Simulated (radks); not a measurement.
Results of a calculation; reference values are marked as such.
Species: the niobium ion Nb+. Configuration: [Kr] 4d4. Level of theory: scalar-relativistic Kohn-Sham, BLYP, spin-polarised, spherical densities, point nucleus; open shells are filled with parallel spins first (spin-orbit coupling, left out, can overturn this in heavy ions) (a radial shooting solver on a logarithmic mesh with Libxc functionals).

X-ray form factor f0, the Fourier transform of the density (f0(0) = 40):

sin(theta)/lambda (1/angstrom),f0 (electrons)
0.05,39.298
0.1,37.452
0.15,35.003
0.2,32.414
0.25,29.950
0.3,27.725
0.4,24.078
0.5,21.328
0.6,19.141
0.8,15.519
1,12.426
1.25,9.449
1.5,7.530
2,5.677
